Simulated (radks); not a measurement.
Values are calculated unless marked as measured or tabulated.
All-electron atom: Pt3+ in [Xe] 4f14 5d5 5f2 (not the ground configuration). Level of theory: scalar-relativistic Kohn-Sham, SCAN, spin-polarised, spherical densities, finite nucleus; open shells are filled with parallel spins first (spin-orbit coupling, left out, can overturn this in heavy ions); meta-GGA in the generalised Kohn-Sham scheme; Fermi nuclear charge, rms radius 5.427 fm (a radial shooting solver on a logarithmic mesh with Libxc functionals).

Unscreened Slater integrals over Kohn-Sham orbitals (hartree). They are taken over the spin-up orbitals.

| integral | value |
|---|---|
| F0(5f,5f) | 0.28230 |
| F2(5f,5f) | 0.14372 |
| F4(5f,5f) | 0.092842 |
| F6(5f,5f) | 0.067626 |
| F0(5f,5d) | 0.35884 |
| F2(5f,5d) | 0.11998 |
| F4(5f,5d) | 0.064917 |
| G1(5f,5d) | 0.10529 |
| G3(5f,5d) | 0.063348 |
| G5(5f,5d) | 0.044444 |
| F0(5f,5p) | 0.36724 |
| F2(5f,5p) | 0.090402 |
| G2(5f,5p) | 0.039938 |
| G4(5f,5p) | 0.026920 |
| F0(5f,4f) | 0.37882 |
| F2(5f,4f) | 0.034376 |
| F4(5f,4f) | 0.011626 |
| F6(5f,4f) | 0.0068415 |
| G0(5f,4f) | 0.0090344 |
| G2(5f,4f) | 0.0095811 |
| G4(5f,4f) | 0.0070426 |
| G6(5f,4f) | 0.0053557 |
| F0(5d,5d) | 0.64558 |
| F2(5d,5d) | 0.34229 |
| F4(5d,5d) | 0.22960 |
| F0(5d,5p) | 0.71879 |
| F2(5d,5p) | 0.36618 |
| G1(5d,5p) | 0.44479 |
| G3(5d,5p) | 0.27771 |
| F0(5d,4f) | 0.82349 |
| F2(5d,4f) | 0.20381 |
| F4(5d,4f) | 0.096929 |
| G1(5d,4f) | 0.068558 |
| G3(5d,4f) | 0.064886 |
| G5(5d,4f) | 0.052013 |
| F0(5p,5p) | 0.83172 |
| F2(5p,5p) | 0.45113 |
| F0(5p,4f) | 1.0202 |
| F2(5p,4f) | 0.32043 |
| G2(5p,4f) | 0.12427 |
| G4(5p,4f) | 0.10468 |
| F0(4f,4f) | 1.7751 |
| F2(4f,4f) | 0.87826 |
| F4(4f,4f) | 0.55852 |
| F6(4f,4f) | 0.40403 |

Derived for the open shells (J is the average intra-shell exchange parameter used in DFT+U). 5d: Racah B = F2/49 - 5 F4/441 = 0.004382 hartree, C = 35 F4/441 = 0.01822 hartree, C/B = 4.16, F4/F2 = 0.671, J = (F2 + F4)/14 = 0.04085 hartree. 5f: F4/F2 = 0.646, F6/F2 = 0.471, J = (286 F2 + 195 F4 + 250 F6)/6435 = 0.01183 hartree.
